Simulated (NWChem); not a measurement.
System: C₂HCl₂, doublet; SMILES [CH]=C(Cl)Cl

```xyz
5

C     -1.7855    -0.0353     0.0000
C     -0.4752    -0.0316     0.0000
Cl     0.4646    -1.4780     0.0000
Cl     0.4521     1.4389     0.0000
H     -2.6243     0.6541     0.0000
```
Atoms are numbered in this order, from 1.

Level: PBE0/def2-SVP, spin-unrestricted (NWChem), optimised geometry, unscaled harmonic frequencies. In the optimisation the excess spin sits in a' (Cs, its own frame).

| frequency (cm⁻¹) | IR intensity (km/mol) |
|---|---|
| 294 | 1.0 |
| 340 | 4.9 |
| 468 | 3.7 |
| 601 | 36.7 |
| 636 | 49.0 |
| 701 | 17.3 |
| 891 | 181.8 |
| 1678 | 57.8 |
| 3336 | 30.2 |

```json
{
  "zero_point_energy": "12.8 kcal/mol",
  "thermal correction to the enthalpy at 298.15 K (with zero-point energy)": "16.1 kcal/mol",
  "heat capacity Cv": "13.9 cal/(mol K)",
  "entropy at 298.15 K and 1 atm (symmetry number 1, electronic part: spin degeneracy alone)": "71.6 cal/(mol K)",
  "dipole_moment": "1.17 D"
}
```

Rigid rotor and harmonic oscillator.
